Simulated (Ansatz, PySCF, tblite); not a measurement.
Bond stretch in BeH (cation, charge +1), singlet.

- RHF/STO-3G = restricted Hartree-Fock/STO-3G in PySCF 2.14.0
- UHF/STO-3G = unrestricted Hartree-Fock/STO-3G (PySCF)
- GFN2-xTB, 300 K electronic temperature (tblite)
- FCI = full CI/aug-cc-pVQZ, frozen core (Ansatz, an electronic-structure program)

Energies relative to the lowest point of each curve near equilibrium, in kJ/mol; the last columns give the difference from FCI:

```csv
R / Å,RHF/STO-3G,UHF/STO-3G,GFN2-xTB,FCI,RHF/STO-3G − FCI,UHF/STO-3G − FCI,GFN2-xTB − FCI
1.07,90.2,90.2,73.1,69.6,20.7,20.7,3.5
1.14,42.8,42.8,37.9,31.5,11.2,11.2,6.4
1.21,14.8,14.8,17.1,10.1,4.7,4.7,7.0
1.23,9.7,9.7,13.0,6.4,3.3,3.3,6.6
1.31,0.1,0.1,2.9,0.0,0.1,0.1,2.9
1.33,0.0,0.0,1.6,0.2,-0.2,-0.2,1.5
1.38,3.1,3.1,0.0,3.0,0.0,0.0,-3.0
1.43,10.2,10.2,0.2,8.8,1.4,1.4,-8.6
1.44,12.0,12.0,0.5,10.2,1.8,1.8,-9.8
1.53,34.0,34.0,4.7,26.6,7.4,7.4,-21.9
1.63,66.8,66.8,12.8,49.7,17.1,17.1,-36.9
1.76,117.6,109.9,26.4,83.2,34.4,26.7,-56.8
1.99,216.4,162.2,56.1,142.1,74.3,20.1,-86.0
2.22,312.9,198.2,90.4,192.2,120.6,6.0,-101.9
2.38,373.9,216.8,116.3,220.1,153.7,-3.4,-103.9
2.68,470.2,240.2,167.4,257.8,212.5,-17.5,-90.3
2.89,523.5,249.9,203.3,274.6,248.8,-24.8,-71.3
3.27,593.9,258.7,263.2,291.8,302.0,-33.2,-28.7
3.63,636.5,261.8,309.4,299.0,337.4,-37.3,10.4
4.02,664.6,262.9,346.1,302.4,362.2,-39.5,43.7
4.65,687.3,263.3,379.9,304.3,382.9,-41.0,75.6
5.28,696.8,263.4,393.0,305.0,391.9,-41.6,88.0
```

RHF/STO-3G is furthest from FCI at 5.28 (391.9 kJ/mol, above); its mean absolute difference over the points is 122.2 kJ/mol.

UHF/STO-3G is furthest from FCI at 5.28 (-41.6 kJ/mol, below); its mean absolute difference over the points is 16.3 kJ/mol.

GFN2-xTB is furthest from FCI at 2.38 (-103.9 kJ/mol, below); its mean absolute difference over the points is 39.3 kJ/mol.

The restricted form behind RHF/STO-3G keeps the bonding electrons paired and can't separate into open-shell fragments. The unrestricted determinant behind UHF/STO-3G is spin-contaminated at 1.76 to 5.28 Å (<S²> up to 1.0, against 0.00 for a pure singlet).
